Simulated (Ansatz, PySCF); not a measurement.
Breaking the C5–H7 bond in C2H5Ga (SMILES C=[CH][GaH2]) (multiplicity 1 held, fragments rigid). Energies count from the point at 1.087 Å.
Geometry at that point (charge 0, multiplicity 1):
| atom | x (Å) | y (Å) | z (Å) |
|---|---|---|---|
| Ga | -0.0872 | 0.1010 | 0.7331 |
| H | -0.7654 | 1.5190 | 0.7893 |
| H | 0.2279 | -0.7070 | 2.0423 |
| C | 0.3454 | -0.6089 | -1.0414 |
| C | 0.0737 | 0.0855 | -2.1491 |
| H | 0.8153 | -1.5827 | -1.1577 |
| H | 0.3034 | -0.2854 | -3.1448 |
| H | -0.3946 | 1.0646 | -2.1111 |

Unrestricted levels (U-) break spin symmetry where that is lower. Active spaces are followed from a long bond inwards. Curves can end on different states.

Cores are frozen in the correlated methods. Filled d and f shells under p-block atoms count as core. Rows in 3-21G, LANL2DZ carry no dispersion term and start afresh at each structure; the Pople sets are all-electron and without relativity. LANL2DZ brings its own core potentials from Na on.

Codes used: Ansatz (a quantum-chemistry and plane-wave program); PySCF for 3-21G rows, LANL2DZ rows. Each number belongs to the level named beside it.

Other levels give for the energy at R = 3.479 Å: U-PBE/cc-pVTZ 109.24; U-B3LYP/cc-pVTZ 112.05; U-wB97X-V/cc-pVTZ 114.39; FIC-MRCISD+Q on CASSCF(2,2)/cc-pVTZ 112.65 kcal/mol.

Common cheap choices:

```tsv
level	energy at R = 3.479 Å (kcal/mol)
R-HF/3-21G	200.42
U-HF/LANL2DZ	88.14
R-BP86/LANL2DZ	134.75
R-B3LYP/LANL2DZ	148.50
```

Doubts at one or more of the structures used: a restricted determinant that unrestricted orbitals would lower (R-HF/3-21G); a spin-contaminated determinant (U-HF/LANL2DZ, U-PBE/cc-pVTZ, U-B3LYP/cc-pVTZ, U-wB97X-V/cc-pVTZ).
